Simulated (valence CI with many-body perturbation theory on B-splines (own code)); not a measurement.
## Valence orbitals of Cu¹⁵⁺

Level of theory: valence CI with perturbative core correlation (CI+MBPT): four valence electrons over a frozen Dirac-Fock core [Ne], radial functions for each j: 11 s, 11 p, 10 d, 8 f, 5 g, 2 h, with the one-electron correlation potential Σ1 (screened to all orders), the two-electron term Σ2, the three-electron term Σ3, Breit, model QED; selected single and double excitations, second order for the rest, scaled by the run's own slope (own B-spline code, finite nucleus).

No measured spectrum was set against this ion. As an estimate, levels of excited configurations hold to 0.05 to 0.15 % of their energy, terms of the ground configuration to about 0.5 %. Among the levels kept, up to 830 cm⁻¹ of a level comes from second order outside the variational space, and about a tenth of that is noise between levels of different J, which matters for small intervals.

These are the spectroscopic orbitals of the CI (the correlating ones are not listed), shaped by the core and the other valence electrons. h is the expectation value of the core's Dirac-Fock operator, without the valence repulsion; Σ1 is computed up to l = 3 at one energy for each symmetry, that of its lowest orbital but kept below the first core excitation, so for empty shells it is not the orbital's own correlation shift; Breit and QED include the response of the core.

```csv
Orbital,h (hartree),Σ1 (cm⁻¹),Breit (cm⁻¹),QED (cm⁻¹),⟨r⟩ (bohr)
3s1/2,-24.587,-5302,1372,918,0.6073
4s1/2,-13.011,-1614,496,338,1.173
5s1/2,-8.0319,-698,226,156,1.937
6s1/2,-5.4517,-371,123,85.2,2.884
7s1/2,-3.9418,-221,74.7,51.7,4.018
8s1/2,-2.9824,-143,48.7,33.7,5.338
3p1/2,-23.071,-6198,2175,-73.8,0.5979
4p1/2,-12.385,-1886,792,-26.2,1.192
5p1/2,-7.724,-842,375,-12.3,1.975
6p1/2,-5.2774,-454,208,-6.8,2.943
7p1/2,-3.8337,-274,127,-4.1,4.099
8p1/2,-2.9108,-178,83.6,-2.7,5.441
3p3/2,-22.902,-6044,1347,1.3,0.6031
4p3/2,-12.318,-1853,483,1.1,1.199
5p3/2,-7.6911,-830,231,0.6,1.984
6p3/2,-5.2589,-448,128,0.4,2.954
7p3/2,-3.8222,-270,78.2,0.2,4.112
8p3/2,-2.9033,-176,51.3,0.2,5.456
3d3/2,-20.851,-6963,779,-42.3,0.5510
4d3/2,-11.537,-1871,280,-14.8,1.185
5d3/2,-7.3126,-827,135,-7.1,2.000
6d3/2,-5.0461,-445,75.4,-4.0,3.000
7d3/2,-3.6907,-268,46.4,-2.4,4.188
3d5/2,-20.822,-6852,309,-24.2,0.5523
4d5/2,-11.524,-1840,111,-7.9,1.187
5d5/2,-7.3062,-812,53.6,-3.7,2.002
6d5/2,-5.0424,-437,29.9,-2.0,3.003
7d5/2,-3.6883,-264,18.4,-1.2,4.191
4f5/2,-11.146,-1071,11.6,-2.4,1.078
5f5/2,-7.116,-552,8.4,-1.4,1.913
6f5/2,-4.9337,-319,5.5,-0.9,2.934
7f5/2,-3.6204,-200,3.7,-0.6,4.142
4f7/2,-11.142,-1065,-0.3,0.1,1.078
5f7/2,-7.1137,-549,-0.1,-0.1,1.914
6f7/2,-4.9323,-317,-0.1,-0.1,2.935
7f7/2,-3.6196,-199,-0.1,-0.1,4.143
5g7/2,-7.0558,,0.1,-0.4,1.708
6g7/2,-4.9012,,0.1,-0.2,2.735
7g7/2,-3.6006,,0.1,-0.1,3.950
5g9/2,-7.0546,,0.0,0.3,1.709
6g9/2,-4.9005,,0.0,0.2,2.735
7g9/2,-3.6002,,0.0,0.1,3.950
6h9/2,-4.8907,,,,2.436
6h11/2,-4.8902,,,,2.436
```

Among the shells of the start configuration 3s2 3p2, Σ1 is largest in size for 3p1/2, where it is 0.12 % of h.

Lowest root of each symmetry, sizes in configuration state functions:

| J | Parity | Roots | Reference | Variational | Second order | Change by selected CI (cm⁻¹) | Change by second order (cm⁻¹) |
| --- | --- | --- | --- | --- | --- | --- | --- |
| 0 | even | 12 | 58 | 25827 | 164979 | -6452 | -2 |
| 1 | even | 17 | 117 | 31970 | 440253 | -6156 | -70 |
| 2 | even | 24 | 154 | 31915 | 603819 | -6383 | -108 |
| 3 | even | 15 | 115 | 31984 | 703027 | -5406 | -92 |
| 4 | even | 10 | 75 | 31977 | 655558 | -5399 | -76 |
| 5 | even | 3 | 27 | 32200 | 370199 | -5526 | -32 |
| 0 | odd | 9 | 57 | 24850 | 104456 | -7362 | -3 |
| 1 | odd | 22 | 150 | 31961 | 371273 | -5941 | -79 |
| 2 | odd | 27 | 183 | 31966 | 588470 | -3118 | -87 |
| 3 | odd | 23 | 159 | 31936 | 663241 | -5649 | -255 |
| 4 | odd | 15 | 105 | 31897 | 647690 | -7783 | -282 |
| 5 | odd | 6 | 51 | 32054 | 532885 | -9997 | -138 |
| 6 | odd | 2 | 17 | 28786 | 347237 | -7569 | -17 |
